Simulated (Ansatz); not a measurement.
A short molecular-dynamics run on C4H8Si, SMILES `C=C1[SiH2]C1C`.

```yaml
crystal:
  periodic: [false, false, false]
  atoms:
    - {symbol: C, position_ang: [-0.932870, 1.775202, 0.398401]}
    - {symbol: C, position_ang: [-0.126461, 0.745778, 0.582748]}
    - {symbol: Si, position_ang: [0.581461, -0.642972, 1.518477]}
    - {symbol: C, position_ang: [0.665114, -0.187015, -0.299151]}
    - {symbol: C, position_ang: [-0.039009, -0.909042, -1.424213]}
    - {symbol: H, position_ang: [-1.457987, 2.240847, 1.226100]}
    - {symbol: H, position_ang: [-1.101643, 2.201175, -0.589068]}
    - {symbol: H, position_ang: [-0.310965, -1.736546, 1.965886]}
    - {symbol: H, position_ang: [1.779610, -0.457103, 2.367957]}
    - {symbol: H, position_ang: [1.639121, 0.220862, -0.580615]}
    - {symbol: H, position_ang: [0.577134, -1.719417, -1.820406]}
    - {symbol: H, position_ang: [-0.983387, -1.339621, -1.082525]}
    - {symbol: H, position_ang: [-0.269616, -0.226948, -2.248792]}
basis:
  gaussian: {orbitals: "6-31G*"}
hamiltonian: {xc: {name: BLYP}, dispersion: d3bjatm}
md: {timestep: 2 fs, n_steps: 30, ensemble: nvt_nose_hoover, temperature: 300, initial_velocities: maxwell_boltzmann, seed: 781}
```

```sh
$ ansatz run in.yaml --threads 4 --pin off --events-out ev --progress --plain --max-ram 10444MiB
```

| step | time (fs) | potential energy (eV) | kinetic (eV) | T (K) | conserved (eV) |
| --- | --- | --- | --- | --- | --- |
| 0 | 0.0 | -12151.3532 | 0.4266 | 300 | -12150.9266 |
| 1 | 2.0 | -12151.1111 | 0.2689 | 189 | -12150.8421 |
| 2 | 4.0 | -12151.1958 | 0.2905 | 204 | -12150.9054 |
| 3 | 6.0 | -12151.0952 | 0.2181 | 153 | -12150.8773 |
| 4 | 8.0 | -12151.0475 | 0.1894 | 133 | -12150.8585 |
| 5 | 10.0 | -12151.2705 | 0.3553 | 250 | -12150.9160 |
| 6 | 12.0 | -12151.1084 | 0.2489 | 175 | -12150.8608 |
| 7 | 14.0 | -12151.1614 | 0.2601 | 183 | -12150.9030 |
| 8 | 16.0 | -12151.1109 | 0.2193 | 154 | -12150.8938 |
| 9 | 18.0 | -12150.9338 | 0.0812 | 57 | -12150.8553 |
| 10 | 20.0 | -12151.1247 | 0.2253 | 158 | -12150.9026 |
| 11 | 22.0 | -12151.1150 | 0.2311 | 163 | -12150.8879 |
| 12 | 24.0 | -12151.1144 | 0.2342 | 165 | -12150.8851 |
| 13 | 26.0 | -12151.1592 | 0.2650 | 186 | -12150.9002 |
| 14 | 28.0 | -12150.9904 | 0.1367 | 96 | -12150.8607 |
| 15 | 30.0 | -12151.1164 | 0.2370 | 167 | -12150.8873 |
| 16 | 32.0 | -12151.1957 | 0.3014 | 212 | -12150.9038 |
| 17 | 34.0 | -12151.1049 | 0.2607 | 183 | -12150.8554 |
| 18 | 36.0 | -12151.2466 | 0.3495 | 246 | -12150.9102 |
| 19 | 38.0 | -12151.0516 | 0.2002 | 141 | -12150.8662 |
| 20 | 40.0 | -12151.0198 | 0.1627 | 114 | -12150.8732 |
| 21 | 42.0 | -12151.0959 | 0.2186 | 154 | -12150.8947 |
| 22 | 44.0 | -12151.0221 | 0.1876 | 132 | -12150.8535 |
| 23 | 46.0 | -12151.1890 | 0.2994 | 211 | -12150.9108 |
| 24 | 48.0 | -12151.0767 | 0.2265 | 159 | -12150.8736 |
| 25 | 50.0 | -12151.0264 | 0.1813 | 128 | -12150.8704 |
| 26 | 52.0 | -12151.1307 | 0.2675 | 188 | -12150.8906 |
| 27 | 54.0 | -12151.0738 | 0.2255 | 159 | -12150.8781 |
| 28 | 56.0 | -12151.1334 | 0.2718 | 191 | -12150.8940 |
| 29 | 58.0 | -12151.1639 | 0.3077 | 216 | -12150.8918 |
| 30 | 60.0 | -12151.0572 | 0.2232 | 157 | -12150.8724 |

Velocities are drawn at the set temperature; a run this short doesn't reach equilibrium.

Frames (Å, forces in eV/Å):

```xyz
13
time=0.0 fs
C    -0.933    1.775    0.398   -0.414    0.513   -0.057
C    -0.126    0.746    0.583    0.279   -0.235    0.117
Si    0.581   -0.643    1.518    0.085   -0.380    0.628
C     0.665   -0.187   -0.299    0.214    0.101   -0.187
C    -0.039   -0.909   -1.424   -0.067   -0.117   -0.141
H    -1.458    2.241    1.226   -0.199    0.191    0.228
H    -1.102    2.201   -0.589   -0.076    0.168   -0.299
H    -0.311   -1.737    1.966   -0.104   -0.159    0.072
H     1.780   -0.457    2.368    0.170    0.011    0.123
H     1.639    0.221   -0.581    0.309    0.104   -0.145
H     0.577   -1.719   -1.820    0.186   -0.275   -0.142
H    -0.983   -1.340   -1.083   -0.299   -0.139    0.083
H    -0.270   -0.227   -2.249   -0.085    0.217   -0.281
13
time=4.0 fs
C    -0.938    1.782    0.382   -0.536    0.761   -0.937
C    -0.114    0.746    0.590   -0.622    0.946   -0.219
Si    0.590   -0.646    1.526   -0.510   -1.344    0.926
C     0.668   -0.176   -0.299   -0.159   -0.472   -0.133
C    -0.054   -0.921   -1.436    0.778    0.797   -0.251
H    -1.521    2.268    1.162    0.057   -0.085    0.512
H    -1.166    2.290   -0.615    0.596   -0.902    0.748
H    -0.328   -1.820    1.949    0.437    0.686   -0.232
H     1.761   -0.544    2.451    0.019    0.147   -0.121
H     1.648    0.212   -0.555    0.480    0.198   -0.392
H     0.649   -1.709   -1.813   -0.731    0.391   -0.197
H    -1.001   -1.334   -1.105   -0.295   -0.549    0.336
H    -0.356   -0.164   -2.208    0.486   -0.572   -0.041
13
time=8.0 fs
C    -0.950    1.797    0.357   -0.304   -0.466    2.653
C    -0.109    0.757    0.594   -0.871    1.155   -0.391
Si    0.597   -0.656    1.539   -0.133   -0.573    0.415
C     0.670   -0.170   -0.300    1.431    0.046   -0.480
C    -0.059   -0.923   -1.450   -1.612    0.291    1.709
H    -1.575    2.284    1.173    0.841   -0.649   -0.506
H    -1.153    2.268   -0.568    0.112    0.233   -1.592
H    -0.289   -1.811    1.901   -0.053    0.163   -0.028
H     1.747   -0.609    2.515   -0.099    0.243   -0.320
H     1.721    0.230   -0.586   -1.393   -0.467    0.130
H     0.630   -1.660   -1.840    0.016   -0.508   -0.551
H    -1.073   -1.410   -1.076    1.921    0.601   -0.514
H    -0.378   -0.173   -2.182    0.144   -0.069   -0.525
13
time=12.0 fs
C    -0.964    1.807    0.357    1.123   -0.885   -1.583
C    -0.114    0.782    0.594   -0.111   -0.065   -0.341
Si    0.602   -0.669    1.554    0.012    0.801   -0.675
C     0.686   -0.164   -0.306   -1.663   -0.811    0.459
C    -0.079   -0.920   -1.446    2.918    1.320   -0.682
H    -1.531    2.224    1.139   -0.826    0.801    1.113
H    -1.110    2.244   -0.680    0.143   -0.474    0.948
H    -0.262   -1.784    1.850   -0.711   -0.689    0.238
H     1.721   -0.638    2.536    0.168    0.264   -0.104
H     1.630    0.196   -0.609    1.455    0.673   -0.553
H     0.596   -1.662   -1.937   -0.198    0.229    0.229
H    -0.913   -1.422   -1.103   -2.189   -1.176    0.959
H    -0.376   -0.198   -2.226   -0.120    0.014   -0.008
13
time=16.0 fs
C    -0.968    1.809    0.345   -0.228    0.069    0.934
C    -0.121    0.806    0.589    0.838   -1.536    0.072
Si    0.607   -0.678    1.565   -1.031    0.398   -1.097
C     0.688   -0.167   -0.309    0.374    0.349   -0.286
C    -0.074   -0.907   -1.446   -0.540   -0.903    0.038
H    -1.559    2.247    1.204    0.458   -0.082   -1.129
H    -1.052    2.169   -0.693   -0.352    0.246    0.297
H    -0.324   -1.839    1.830    0.153    0.282    0.057
H     1.720   -0.627    2.539    0.250    0.164    0.031
H     1.676    0.232   -0.689   -0.681   -0.164    0.442
H     0.543   -1.644   -2.006    0.284    0.092    0.508
H    -0.950   -1.536   -1.041    0.782    1.106   -0.533
H    -0.393   -0.221   -2.271   -0.308   -0.021    0.665
13
time=20.0 fs
C    -0.973    1.809    0.344    0.586   -0.650    0.499
C    -0.118    0.811    0.586    0.807   -1.733    0.292
Si    0.607   -0.685    1.571   -0.985    0.366   -1.027
C     0.691   -0.166   -0.314    0.325    0.631   -0.205
C    -0.071   -0.901   -1.446   -0.782   -0.874    0.754
H    -1.544    2.274    1.142   -0.196    0.302   -0.001
H    -1.045    2.132   -0.680   -0.432    0.574   -0.593
H    -0.369   -1.859    1.821    0.563    0.648    0.031
H     1.751   -0.592    2.543   -0.130    0.019   -0.199
H     1.661    0.258   -0.718   -0.626   -0.254    0.574
H     0.534   -1.616   -2.006    0.630   -0.285    0.115
H    -0.926   -1.525   -1.031    0.534    0.761   -0.343
H    -0.457   -0.239   -2.228   -0.293    0.494    0.103
13
time=24.0 fs
C    -0.970    1.801    0.346    0.494   -0.074   -1.466
C    -0.105    0.795    0.585   -0.120   -0.688    0.237
Si    0.602   -0.690    1.570    0.037    1.273   -1.160
C     0.695   -0.159   -0.321   -1.793   -0.372    0.849
C    -0.073   -0.903   -1.440    1.564    0.984   -0.801
H    -1.558    2.348    1.079   -0.014   -0.058    0.368
H    -1.097    2.170   -0.728    0.099   -0.355    1.118
H    -0.340   -1.792    1.819   -0.164   -0.268    0.235
H     1.765   -0.553    2.520   -0.223   -0.061   -0.187
H     1.591    0.264   -0.678    1.611    0.629   -0.380
H     0.603   -1.615   -1.980   -0.367    0.424    0.164
H    -0.874   -1.440   -1.045   -1.640   -1.334    0.942
H    -0.554   -0.197   -2.160    0.517   -0.099    0.081
13
time=28.0 fs
C    -0.961    1.791    0.334    0.002   -0.084    1.763
C    -0.093    0.770    0.588   -1.075    0.659    0.089
Si    0.596   -0.687    1.564    0.185    1.288   -1.221
C     0.684   -0.154   -0.319    1.218    0.574    0.012
C    -0.063   -0.897   -1.439   -2.000   -0.305    1.705
H    -1.574    2.411    1.072    0.903   -1.119   -0.313
H    -1.140    2.168   -0.650    0.137    0.105   -1.189
H    -0.332   -1.762    1.851   -0.439   -0.586    0.285
H     1.751   -0.521    2.471    0.164   -0.038    0.162
H     1.681    0.326   -0.665   -1.193   -0.768    0.447
H     0.632   -1.568   -1.940   -0.132   -0.256   -0.506
H    -0.979   -1.493   -0.965    1.763    0.707   -0.845
H    -0.583   -0.163   -2.085    0.466   -0.179   -0.389
13
time=32.0 fs
C    -0.950    1.779    0.336    1.106   -1.022   -1.444
C    -0.095    0.753    0.592   -1.190    1.160   -0.068
Si    0.592   -0.679    1.551   -0.489   -0.106   -0.376
C     0.684   -0.143   -0.316   -0.179   -0.646    0.520
C    -0.073   -0.894   -1.419    1.069    0.669    0.073
H    -1.483    2.336    1.049   -0.781    0.576    1.541
H    -1.156    2.165   -0.694    0.433   -0.424    0.355
H    -0.378   -1.805    1.923    0.459    0.482   -0.107
H     1.758   -0.496    2.443    0.144   -0.040    0.171
H     1.637    0.295   -0.600    0.466    0.030   -0.280
H     0.633   -1.545   -1.963   -0.312    0.023   -0.161
H    -0.867   -1.468   -0.988   -0.733   -0.752    0.332
H    -0.546   -0.151   -2.069    0.006    0.049   -0.556
13
time=36.0 fs
C    -0.930    1.759    0.329   -1.025    1.149    0.871
C    -0.111    0.750    0.595    0.085    0.041    0.069
Si    0.585   -0.670    1.536    0.030   -0.270    0.508
C     0.682   -0.140   -0.306    0.069   -0.853    0.255
C    -0.072   -0.881   -1.399    0.244   -0.058   -0.878
H    -1.457    2.295    1.183    0.346   -0.483   -1.106
H    -1.115    2.112   -0.711    0.114   -0.014    0.525
H    -0.364   -1.787    1.981    0.407    0.457   -0.221
H     1.782   -0.478    2.437   -0.255   -0.072   -0.163
H     1.659    0.265   -0.572    0.288    0.098   -0.267
H     0.595   -1.524   -2.012   -0.010    0.059    0.278
H    -0.848   -1.546   -0.971   -0.104    0.342   -0.231
H    -0.503   -0.143   -2.123   -0.190   -0.397    0.360
13
time=40.0 fs
C    -0.919    1.750    0.332   -0.708    0.625    1.190
C    -0.125    0.747    0.599    1.210   -0.947    0.129
Si    0.578   -0.662    1.523    0.859    0.462    0.565
C     0.680   -0.148   -0.293    1.579   -0.157   -0.499
C    -0.065   -0.868   -1.389   -1.188   -1.582   -0.186
H    -1.404    2.207    1.193   -0.540    0.512   -0.303
H    -1.059    2.064   -0.678   -0.326    0.722   -0.835
H    -0.297   -1.710    2.011   -0.514   -0.616    0.129
H     1.773   -0.469    2.411   -0.092   -0.001   -0.102
H     1.725    0.253   -0.585   -1.349   -0.397    0.274
H     0.558   -1.501   -2.026    0.583   -0.372    0.163
H    -0.881   -1.604   -0.964    1.035    1.479   -0.739
H    -0.492   -0.181   -2.135   -0.549    0.272    0.214
13
time=44.0 fs
C    -0.917    1.749    0.344   -0.534    0.772   -1.092
C    -0.126    0.733    0.605    0.725   -0.127   -0.094
Si    0.576   -0.653    1.513    0.301   -0.428    0.973
C     0.695   -0.159   -0.286   -1.602   -1.099   -0.110
C    -0.069   -0.871   -1.386    2.287    1.067   -2.230
H    -1.439    2.198    1.173   -0.616    0.607    0.079
H    -1.043    2.106   -0.721   -0.042    0.006    1.065
H    -0.295   -1.711    2.055   -0.256   -0.321   -0.063
H     1.754   -0.459    2.372    0.355    0.107    0.219
H     1.638    0.198   -0.571    1.709    0.806   -0.534
H     0.595   -1.520   -2.009   -0.049    0.218    0.320
H    -0.807   -1.486   -1.042   -2.387   -1.860    1.324
H    -0.553   -0.188   -2.111    0.111    0.253    0.141
13
time=48.0 fs
C    -0.922    1.757    0.347   -0.890    0.461    1.860
C    -0.119    0.719    0.609   -0.636    1.534   -0.395
Si    0.575   -0.646    1.509    0.105   -1.613    1.903
C     0.698   -0.182   -0.282    0.890    0.290   -1.048
C    -0.056   -0.870   -1.403   -1.935   -0.985    0.396
H    -1.557    2.272    1.160    0.894   -0.756   -1.066
H    -1.038    2.162   -0.644   -0.018    0.271   -0.681
H    -0.329   -1.757    2.088    0.451    0.490   -0.450
H     1.780   -0.435    2.360    0.043    0.030    0.054
H     1.709    0.226   -0.609   -0.877   -0.286    0.319
H     0.632   -1.518   -1.954   -0.133   -0.147   -0.367
H    -0.945   -1.524   -0.995    1.505    0.787   -0.475
H    -0.600   -0.158   -2.068    0.602   -0.076   -0.050
13
time=52.0 fs
C    -0.936    1.770    0.366    1.251   -0.813   -1.805
C    -0.118    0.722    0.609   -0.978    1.608   -0.552
Si    0.575   -0.647    1.515    0.715   -0.982    1.548
C     0.708   -0.202   -0.289    0.377    0.739   -0.483
C    -0.063   -0.879   -1.418   -0.480   -0.572    0.852
H    -1.576    2.262    1.029   -0.948    0.565    1.825
H    -1.029    2.245   -0.634    0.289   -0.437    0.023
H    -0.304   -1.741    2.059    0.150    0.064   -0.162
H     1.812   -0.407    2.357   -0.335   -0.082   -0.130
H     1.695    0.228   -0.613   -0.520   -0.278    0.198
H     0.647   -1.532   -1.947   -0.378   -0.037   -0.434
H    -0.912   -1.484   -0.995    0.600    0.085   -0.273
H    -0.566   -0.131   -2.038    0.257    0.140   -0.606
13
time=56.0 fs
C    -0.941    1.778    0.371   -0.913    1.171   -0.298
C    -0.129    0.745    0.602   -0.007   -0.179   -0.157
Si    0.579   -0.653    1.529    0.714    0.503    0.041
C     0.720   -0.215   -0.302   -1.718    0.241    0.689
C    -0.071   -0.891   -1.426    1.678    1.118   -0.647
H    -1.667    2.283    1.088    1.044   -0.768   -0.337
H    -0.984    2.273   -0.633    0.047   -0.442    0.356
H    -0.261   -1.722    2.007   -0.513   -0.803    0.314
H     1.801   -0.390    2.339   -0.017   -0.056    0.140
H     1.641    0.207   -0.601    1.462    0.532   -0.475
H     0.608   -1.553   -2.002   -0.278    0.100   -0.033
H    -0.845   -1.467   -1.008   -1.506   -0.980    0.442
H    -0.487   -0.096   -2.085    0.007   -0.436   -0.036
13
time=60.0 fs
C    -0.954    1.797    0.371   -0.060   -0.172    0.628
C    -0.140    0.766    0.592    0.682   -1.374    0.043
Si    0.586   -0.657    1.544   -0.593    0.093   -0.506
C     0.716   -0.222   -0.309    0.925    1.499    0.099
C    -0.064   -0.893   -1.439   -1.280   -0.963    0.685
H    -1.638    2.218    1.131    0.369   -0.027   -0.182
H    -0.933    2.248   -0.602   -0.364    0.507   -0.824
H    -0.279   -1.803    1.993    0.192    0.117    0.012
H     1.788   -0.380    2.341    0.285   -0.028    0.354
H     1.734    0.234   -0.637   -1.346   -0.689    0.416
H     0.532   -1.566   -2.066    0.371   -0.295    0.201
H    -0.946   -1.556   -0.983    1.358    1.478   -1.105
H    -0.411   -0.114   -2.144   -0.540   -0.145    0.181
```

Run time 21 s (4 threads of an INTEL XEON PLATINUM 8581C on a shared host); peak host memory 0.16 GiB.
